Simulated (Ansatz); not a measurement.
H₃As, triplet, at the geometry of the source list (a higher spin typed on purpose: for a closed-shell molecule this is an excited state); B3LYP5/def2-SVPD (Ansatz, a first-principles code).

Ansatz was given this input:
Ansatz 0.2 input:
```yaml
crystal:
  periodic: [false, false, false]
  atoms:
    - {symbol: As, position_ang: [0.00400000, -0.00260000, 0.65880000]}
    - {symbol: H, position_ang: [-0.72090000, -0.97200000, -0.22550000]}
    - {symbol: H, position_ang: [-0.48990000, 1.11570000, -0.20830000]}
    - {symbol: H, position_ang: [1.20680000, -0.14110000, -0.22500000]}
basis:
  gaussian:
    orbitals: def2-SVPD
hamiltonian:
  xc: b3lyp5
magnetization: {spin_polarized: true, initial_magnetization: 2}
accuracy: high
```

### Question
Predict the main parts of the log of this Ansatz run.

### Answer

```
Functional definition: B3LYP5
1188 factors; integrals over basis functions are off by at most 4.5e-9 eV
mean field evaluation 1: about -60872.9009 eV, gradient 1.1e1 eV
mean field evaluation 2: about -60873.1473 eV, gradient 9.6e0 eV
mean field evaluation 4: about -60873.5347 eV, gradient 4.2e-1 eV
mean field evaluation 8: about -60873.5692 eV, gradient 3.7e-2 eV
mean field evaluation 16: about -60873.5694 eV, gradient 1.1e-3 eV
mean field evaluation 32: about -60873.5694 eV, gradient 6.3e-5 eV
mean field evaluation 64: about -60873.5644 eV, gradient 1.8e-1 eV
mean field -60873.56941930 eV, -2237.0624145721 hartree, gradient 6.5e-8 eV, S^2 2.004094; 6 other end points of the search recorded, 0 dependent functions left out
reference -60873.56945087 eV, -2237.0624157321 hartree; 19, 17 occupied and 43, 45 virtual orbitals, 1188 factors
Total energy: -60873.56945087 eV, -2237.0624157321 hartree
```
